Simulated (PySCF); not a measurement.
C3H10B3O3 (SMILES CB1OB(C)[OH+]B(C)O1), charge +1, singlet, at a GFN2-xTB geometry; BLYP/STO-3G run with PySCF.

PySCF was given this input:
```python
from pyscf import gto, scf, dft

mol = gto.M(
    atom='''
C     1.550175    2.523767    0.431863
B     0.744414    1.206394    0.211466
O    -0.632979    1.197699    0.084709
B    -1.407641    0.152811   -0.107211
C    -2.965982    0.147971   -0.236534
O    -0.692564   -1.127495   -0.190464
B     0.769113   -1.194193   -0.069156
C     1.466271   -2.589119   -0.183227
O     1.353487   -0.030897    0.118337
H     1.625321    3.082864   -0.500519
H     2.562706    2.341066    0.776648
H     1.053997    3.190038    1.132867
H    -3.430491    0.350781    0.728127
H    -3.308962    0.948058   -0.888685
H    -3.381499   -0.785807   -0.605028
H    -1.194213   -1.942119   -0.328085
H     0.786909   -3.435163   -0.127374
H     2.222421   -2.714809    0.588516
H     2.008043   -2.670129   -1.125227
''',
    basis='sto-3g',
    charge=1,
    spin=0,
    verbose=4,
)

mf = dft.RKS(mol)
mf.xc = 'blyp'
mf.kernel()
```

What the program printed (banner, timings and long lists left out):

```
PySCF version 2.14.0

[INPUT] verbose = 4
[INPUT] num. atoms = 19
[INPUT] num. electrons = 66
[INPUT] charge = 1
[INPUT] spin (= nelec alpha-beta = 2S) = 0
[INPUT] symmetry False subgroup None
[INPUT] Mole.unit = angstrom
[INPUT] Symbol           X                Y                Z      unit          X                Y                Z       unit  Magmom
[...]
nuclear repulsion = 426.740109707461
number of shells = 37
number of NR pGTOs = 165
number of NR cGTOs = 55
basis = sto-3g
ecp = {}

******** <class 'pyscf.dft.rks.RKS'> ********
method = RKS
initial guess = minao
damping factor = 0
level_shift factor = 0
DIIS = <class 'pyscf.scf.diis.CDIIS'>
diis_start_cycle = 1
diis_space = 8
diis_damp = 0
SCF conv_tol = 1e-09
SCF conv_tol_grad = None
SCF max_cycles = 50
direct_scf = True
direct_scf_tol = 1e-13
XC library pyscf.dft.libxc version 7.1.2
    S. Lehtola, C. Steigemann, M. J. T. Oliveira, and M. A. L. Marques,  SoftwareX 7, 1–5 (2018)
XC functionals = blyp
    A. D. Becke,  Phys. Rev. A 38, 3098 (1988)
    C. Lee, W. Yang, and R. G. Parr,  Phys. Rev. B 37, 785 (1988)
    B. Miehlich, A. Savin, H. Stoll, and H. Preuss,  Chem. Phys. Lett. 157, 200 (1989)
radial grids:
    Treutler-Ahlrichs [JCP 102, 346 (1995); DOI:10.1063/1.469408] (M4) radial grids

becke partition: Becke, JCP 88, 2547 (1988); DOI:10.1063/1.454033
pruning grids: <function nwchem_prune>
grids dens level: 3
symmetrized grids: False
atomic radii adjust function: <function treutler_atomic_radii_adjust>
small_rho_cutoff = 0
Set gradient conv threshold to 3.16228e-05
Initial guess from minao.
tot grids = 224824
init E= -416.322461527842
[...]
cycle= 1 E= -414.815484958267  delta_E= 1.51  |g|= 0.863  |ddm|= 5.51
[...]
cycle= 2 E= -414.182500917661  delta_E= 0.633  |g|= 1.81  |ddm|= 2.98
[...]
cycle= 3 E= -415.024750859711  delta_E= -0.842  |g|= 0.303  |ddm|= 2.09
[...]
cycle= 4 E= -415.050912724933  delta_E= -0.0262  |g|= 0.0726  |ddm|= 0.452
[...]
cycle= 5 E= -415.052190241879  delta_E= -0.00128  |g|= 0.0262  |ddm|= 0.0988
[...]
cycle= 6 E= -415.052402692362  delta_E= -0.000212  |g|= 0.00196  |ddm|= 0.0328
[...]
cycle= 7 E= -415.052404094256  delta_E= -1.4e-06  |g|= 0.00055  |ddm|= 0.00325
[...]
cycle= 8 E= -415.052404180338  delta_E= -8.61e-08  |g|= 0.000186  |ddm|= 0.000801
[...]
cycle= 9 E= -415.052404189155  delta_E= -8.82e-09  |g|= 7.92e-05  |ddm|= 0.000282
[...]
cycle= 10 E= -415.052404190914  delta_E= -1.76e-09  |g|= 1.46e-05  |ddm|= 0.00011
[...]
cycle= 11 E= -415.052404190991  delta_E= -7.72e-11  |g|= 2.31e-06  |ddm|= 2.38e-05
[...]
Extra cycle  E= -415.052404190995  delta_E= -3.41e-12  |g|= 3.08e-06  |ddm|= 7.76e-06
converged SCF energy = -415.052404190995
```
